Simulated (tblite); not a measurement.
C4H9GeNSi.
Numbering: `[CH2:1]=[C:2]([CH2:3][C:4]#[N:5])[SiH2:6][GeH3:7]` (hydrogens: H8, H9 on C1; H10, H11 on C3; H12, H13 on Si6; H14, H15, H16 on Ge7)

Cartesian coordinates in Å at the GFN2-xTB level; atoms count from 1:
```xyz
16
C4H9GeNSi angstrom
C     -0.4039   -0.8938   -1.5385
C     -0.6326    0.0725   -0.6623
C     -2.0440    0.5120   -0.3550
C     -2.3876    0.0975    0.9811
N     -2.6362   -0.2532    2.0403
Si     0.7552    0.9606    0.2738
Ge     2.4947   -0.5015    0.8048
H     -1.1941   -1.3961   -2.0780
H      0.5989   -1.2258   -1.7592
H     -2.1252    1.6015   -0.4086
H     -2.7607    0.0653   -1.0513
H      1.2149    2.0571   -0.5928
H      0.1709    1.5626    1.4767
H      3.8577    0.1057    0.6438
H      2.4994   -0.9940    2.2184
H      2.5849   -1.7615   -0.0046
```

Method: GFN2-xTB as coded in tblite; computed harmonic values from a numerical Hessian at the method's own geometry, unscaled. This tight-binding method is rough: wavenumbers can miss measured ones by several per cent, in bad cases by 10 to 20. Modes of hydrogen on germanium and silicon can be 10 to 20 % off. One conformer, not necessarily the lowest. The optimisation stopped once no atom felt more than 0.01 eV/Å.

Lowest wavenumbers of the output (negative numbers stand for imaginary wavenumbers):
```
mode    cm-1
  1     -36.3
  2      -7.4
  3      52.0
  4     101.2
  5     114.0
  6     233.6
  7     315.9
  8     348.4
  9     362.4
 10     374.8
 11     398.1
 12     414.9
 13     456.3
 14     524.9
 15     610.9
```

Problem. Is this structure a minimum?

Solution. Not by this Hessian. 1 mode is imaginary beyond 20i (36i cm⁻¹), and 1 more slightly so (7.4i). The curvature is small, so loose convergence or finite differences may be the whole cause.

Problem. Which atoms move in the imaginary modes?

Solution. 36i: H14 (Ge–H hydrogen) 33 %, H15 (Ge–H hydrogen) 32 %, H16 (Ge–H hydrogen) 32 %; 7i: N5 (nitrile nitrogen) 29 %, Ge7 (germanium bonded to Si and 3 H) 22 %, Si6 (SiH2 silicon) 17 %. These are shares of the mass-weighted motion.

Problem. What is the remedy?

Solution. Step along such a mode in both directions, optimise again with tighter thresholds and repeat the frequencies. The zero-point energy of this point (66.4 kcal/mol) counts the 40 real modes alone, and thermal corrections from it aren't those of a minimum.
